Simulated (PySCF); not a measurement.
C₂H₅OS, SMILES CS(=O)[CH2], multiplicity 2. Atoms are numbered in the order given.

```xyz
9

C      1.2025    -0.5600     0.9157
S      0.1493    -0.0866    -0.3867
C     -1.4901    -0.5228     0.3588
O      0.1697     1.4044    -0.6333
H      1.2506    -1.6394     1.1379
H      2.1087     0.0578     1.0184
H     -1.6326     0.1257     1.2427
H     -1.5055    -1.5955     0.6304
H     -2.2419    -0.3022    -0.4219
```
Charge 0, spin multiplicity 2.

The structure is a stationary point at PBE-D3(BJ)/def2-SVP. The isomer is the one that the SMILES or the coordinates give; other isomers of the formula were not compared.

All values below come from PySCF with M06-2X/def2-TZVP.

- total energy: -552.51488 hartree
- α spin, highest occupied and lowest empty level: -7.42 and 1.58 eV
- β spin, highest occupied and lowest empty level: -8.33 and -1.93 eV
- dipole moment: 4.03 D
- quadrupole, principal values (traceless, Buckingham form, about the centre of nuclear charge): -5.62, -1.43, 7.05 D·Å
- mean static polarisability: 50.2 bohr³ (7.44 Å³)
- polarisability, principal values: 37.8, 52.6, 60.2 bohr³
- ⟨S²⟩: 0.759 (pure state 0.75)
